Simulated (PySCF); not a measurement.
# How methods differ on the ionisation energy of Al⁺

Al⁺ [Ne] 3s2 (1S) → Al²⁺ [Ne] 3s1 (2S), as a difference of total energies. Computed with PySCF 2.14 in dyall-acv3z, with the non-relativistic Hamiltonian (point nucleus). Correlated levels: valence: [Ne] frozen; virtual orbitals above 40 to 60 times the deepest correlated orbital energy dropped. The calculations carry no spin-orbit coupling.

Question: Order these methods by the ionisation energy they give, lowest first.
A. MP2 (valence)
B. SCS-MP2 (valence)
C. CCSD (valence)
D. UHF

Answer: D (17.520 eV), A (18.305 eV), B (18.462 eV), C (18.615 eV).

Errors of the correlated levels include the incompleteness of this basis and the frozen core.

With two correlated electrons CCSD is exact in that space.

For comparison: 18.829 eV (measured; NIST Atomic Spectra Database, ionization energies).
